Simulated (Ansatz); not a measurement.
Reaction (redistribution): `[SiH3]OC[SiH2]S` + `CO[SiH2]Cl` → `CO[SiH2]S` + `[SiH3]OC[SiH2]Cl`

Gas-phase electronic energies from Ansatz, PBE0-D4/def2-TZVP geometries. CCSD(T)/CBS is the MP2 limit (def2-TZVPP, def2-QZVPP) plus CCSD(T) − MP2 in def2-TZVPP, frozen cores. This one scheme is used for every species. Functionals use def2-TZVPP. B3LYP here is the variant with VWN-RPA as its local correlation; programs differ in this. Each species was taken in one conformer, which may not be the lowest.

Question: Is it downhill or uphill in electronic energy at CCSD(T)/CBS, and by how much? (Estimate.)

Answer: Ansatz gave: Uphill: ΔE = +0.12 eV.

Question: What do these levels give: r2SCAN-D4, PBE0-D4, B3LYP-D4, ωB97M-V, B2PLYP, PBE, r2SCAN, SCS-MP2/def2-TZVPP, HF/def2-QZVPP, SCS-MP2/def2-QZVPP, MP2/CBS(def2), CCSD/CBS(def2)? (Best estimate.)

Answer: The calculation gave: r2SCAN-D4 0.12, PBE0-D4 0.12, B3LYP-D4 0.13, ωB97M-V 0.12, B2PLYP 0.10, PBE 0.10, r2SCAN 0.12, SCS-MP2/def2-TZVPP 0.11, HF/def2-QZVPP 0.07, SCS-MP2/def2-QZVPP 0.11, MP2/CBS(def2) 0.12, CCSD/CBS(def2) 0.11 eV.

Largest T1 diagnostic among the species: 0.012.

The D4 term adds +0.04 eV with B3LYP and +0.02 eV with PBE0; it sums over pairs of atoms, weighted by their polarisabilities, and B3LYP, whose exchange is more repulsive, gets the larger term. In def2-TZVPP, CCSD(T) changes the Hartree–Fock value by +0.04 eV (the triples alone add +0.01 eV) and MP2 by +0.05 eV.
